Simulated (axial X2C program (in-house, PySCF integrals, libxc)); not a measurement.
Potential curves of CaBr, without spin–orbit coupling

All values were computed with an in-house all-electron X2C program for linear molecules (integrals from PySCF). Spin-free means the one-electron spin-free X2C Hamiltonian. Basis: Br dyall-cv3z [8s9p6d4f1g], Ca dyall-cv3z [11s12p6d4f] (cores contracted in-house); Gaussian nuclei, density fitting, unrestricted open shells. Masses: Br 78.918 u, Ca 39.963 u.

State: M_S = 1/2, Λ = 0 (beyond evenly filled blocks: σα). Energies in cm⁻¹ from the fragments at the same level (Br + Ca). Fits are polynomials in 1 − R0/R over 0.85 to 1.23 times the lowest point R0.

| R (Å) | PBEsol |
| --- | --- |
| 2.2559 | -28796 |
| 2.3596 | -31576 |
| 2.4374 | -32681 |
| 2.5152 | -33164 |
| 2.5930 | -33177 |
| 2.6838 | -32752 |
| 2.7745 | -31990 |
| 2.8912 | -30682 |
| 3.0338 | -28794 |
| 3.2412 | -25831 |

Occupations by symmetry block were frozen at the best pattern of an incomplete PBE0 search. De is counted from the lowest determinant-based energies of the atoms at the same level, without counterpoise correction. Spin-free De lacks the spin–orbit lowering of the heavy p-block atom, a tenth of an eV or more for 4p and 5p, up to an eV for 6p and one to two eV for 7p atoms, less what an open-shell molecule gains itself.

Fit the PBEsol curve near its minimum: give the equilibrium distance, the harmonic wavenumber and the well depth.

At PBEsol, spin-free: Re = 2.556 Å, ωe ≈ 291 cm⁻¹, De = 4.12 eV to Br + Ca; Be follows as 0.0973 cm⁻¹.
